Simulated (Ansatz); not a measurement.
Frontier orbitals of `C[O][Mo](=[O])([F])=[S]`.

```xyz
9

C     0.053    1.518   -0.400
O    -0.301    0.432    0.426
Mo   -0.140   -1.385    0.512
O    -1.652   -2.049    0.746
F     1.004   -1.875    1.875
S     0.610   -2.044   -1.343
H     0.592    1.165   -1.283
H    -0.856    2.041   -0.703
H     0.689    2.198    0.170
```

Charge 0, multiplicity 1. Correlated methods include outer-core shells of Mo, which these sets cover unevenly. Mo takes the def2 core potential. Geometry: relaxed with PBE0-D4/def2-TZVP. It is one conformer, not always the lowest. Basis def2-TZVPP, Ansatz.

| functional | HOMO (eV) | LUMO (eV) | gap (eV) |
| --- | --- | --- | --- |
| LDA (SPW92) | -6.86 | -3.84 | 3.02 |
| PBE | -6.67 | -3.64 | 3.03 |
| PBE0 | -7.95 | -3.01 | 4.94 |
| r2SCANh | -7.45 | -3.40 | 4.05 |
| HSE06 (plane-wave form) | -7.55 | -3.38 | 4.17 |
| BHLYP | -9.07 | -2.21 | 6.86 |
| ωB97X-V | -10.19 | -0.96 | 9.23 |
| ωB97M-V | -10.06 | -0.97 | 9.09 |

From PBE to PBE0 the HOMO moves by −1.27 eV and the LUMO by +0.63 eV, and with ωB97M-V by −3.39 and +2.67 eV, so the gap grows from 3.04 to 9.09 eV with exact exchange.
